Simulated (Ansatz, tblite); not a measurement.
Cost and result up the ladder for Pb₂O₂ (4 atoms). Total charge 0; singlet. Geometry: PBE0-D4/def2-SVP.

```xyz
4

Pb   -1.516    0.447   -0.292
Pb    1.516   -0.447    0.292
O    -0.449   -1.241    0.429
O     0.449    1.241   -0.429
```

Ansatz on 4 threads of Arm Neoverse V1 on a shared host; xTB runs through tblite on one thread. Times are rough, summed over both states, and most runs start from the orbitals of an earlier one. PBE0-D4/def2-TZVP serves as the yardstick here, not as an exact answer. The other state is a quintet at its own geometry.

In the def2 sets Pb takes a core potential; there is no spin–orbit coupling. The xTB rows come from tblite. LC-ωPBE has ω = 0.4 bohr⁻¹. Correlated methods freeze 10 core orbitals; core or outer-core shells of Pb are correlated, in sets that lack core-valence functions. The structure comes from a short search, and lower isomers may exist.

xTB has no spin-polarisation term.

```csv
level,functions,wall time,quintet − singlet (eV),difference from PBE0-D4/def2-TZVP (eV),remarks
GFN1-xTB,16,0.004 s,9.09,3.80,–
GFN2-xTB,16,0.004 s,6.93,1.64,–
MP2/def2-TZVP,162,7.2 s,6.72,1.43,–
LC-ωPBE/def2-TZVP (with forces),162,12 s,5.27,-0.02,–
PBE0-D4/def2-TZVP,162,13 s,5.29,0.00,–
CCSD(T)/def2-TZVPP,162,1.9 min,5.70,0.41,large T1 (singlet)
```
